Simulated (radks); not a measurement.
Spherical quantum dot in the effective-mass picture: electrons in a well V = -V0 / (1 + exp((r - R)/a)) with V0 = 51, R = 1.5, a = 0.17, with a point charge +1 (a donor) at the centre, all in effective atomic units (hartree* = m*/eps^2 hartree, bohr* = eps/m* bohr), one dielectric constant everywhere. Calculated with a radial shooting solver with Libxc functionals: non-relativistic Kohn-Sham, LDA (Slater exchange, Perdew-Wang correlation), spin-polarised, spherical densities. Levels are named by radial order and angular momentum (1s, 1p, 1d, 2s, ...), and open shells are averaged over m. Results are scaled to m* = 0.351 and eps = 11.8, for which hartree* = 68.6 meV and bohr* = 1.779 nm. Each electron was tried in the lowest free levels, single moves between levels near the top were tried too, and the lowest total energy was kept; such a search can miss a lower state. At N = 1 the Hartree and exchange-correlation terms need not cancel, so that row can carry a self-interaction error.

N        open shells  2S   E (meV)  addition energy mu(N+1) - mu(N) (meV)  e(HOMO) (meV)  rms radius (nm)
1   1s(up 1, down 0)   1  -3404.22                                  98.27        -3367.0            1.135
2               none   0  -6710.16                                  305.6        -3268.8            1.171
3   1p(up 1, down 0)   1  -9710.52                                  66.50        -2967.6            1.290
4   1p(up 2, down 0)   2  -12644.4                                  68.37        -2899.8            1.351
5   1p(up 3, down 0)   3  -15509.9                                  88.95        -2831.1            1.392
6   1p(up 3, down 1)   2  -18286.4                                  64.72        -2744.6            1.424
7   1p(up 3, down 2)   1  -20998.2                                  66.25        -2678.8            1.449
8               none   0  -23643.8                                  292.6        -2612.2            1.470
9   1d(up 1, down 0)   1  -25996.8                                  60.97        -2322.5            1.505
10  1d(up 2, down 0)   2  -28288.7                                  61.28        -2261.4            1.533
11  1d(up 3, down 0)   3  -30519.4                                  61.41        -2200.0            1.557
12  1d(up 4, down 0)   4  -32688.7                                  61.44        -2138.6            1.578
13  1d(up 5, down 0)   5  -34796.5                                  78.98        -2077.1            1.597
14  1d(up 5, down 1)   4  -36825.4                                  59.48        -1999.2            1.614
15  1d(up 5, down 2)   3  -38794.8                                  59.77        -1939.5            1.629
16  1d(up 5, down 3)   2  -40704.4                                  59.90        -1879.7            1.643
17  1d(up 5, down 4)   1  -42554.1                                  59.94        -1819.8            1.656
18              none   0  -44343.9                                  136.5        -1759.8            1.668
19  2s(up 1, down 0)   1  -45997.2                                  80.37        -1618.2            1.672
20              none   0  -47570.0                                  204.7        -1537.7            1.675
21  1f(up 1, down 0)   1  -48938.2                                  56.41        -1340.0            1.691
22  1f(up 2, down 0)   2  -50250.0                                  56.41        -1283.6            1.705
23  1f(up 3, down 0)   3  -51505.4                                  56.39        -1227.2            1.718
24  1f(up 4, down 0)   4  -52704.3                                  56.34        -1170.8            1.731
25  1f(up 5, down 0)   5  -53847.0                                  56.28        -1114.5            1.742
26  1f(up 6, down 0)   6  -54933.3                                  56.21        -1058.2            1.754
27  1f(up 7, down 0)   7  -55963.4                                  71.11        -1002.1            1.764
28  1f(up 7, down 1)   6  -56922.5                                  55.20        -931.43            1.774
29  1f(up 7, down 2)   5  -57826.3                                  55.22        -876.22            1.784
30  1f(up 7, down 3)   4  -58674.9                                  55.20        -821.00            1.793
31  1f(up 7, down 4)   3  -59468.3                                  55.17        -765.82            1.802
32  1f(up 7, down 5)   2  -60206.6                                  55.12        -710.67            1.811
33  1f(up 7, down 6)   1  -60889.7                                  55.06        -655.59            1.819
34              none   0  -61517.8                                  238.5        -600.56            1.827
35  2p(up 1, down 0)   1  -61907.4                                  60.81        -359.23            1.831
36  2p(up 2, down 0)   2  -62236.2                                      -        -298.35            1.835

All shells are closed at N = 2, 8, 18, 20, 34 (there: 1s2 1p6 1d10 2s2 1f14); the second difference of the energy has clear peaks (12 % above both neighbours; the first and last values, which can be the largest, are not judged, and half-filled shells can peak too) at N = 2, 5, 8, 13, 18, 20, 27, 34.
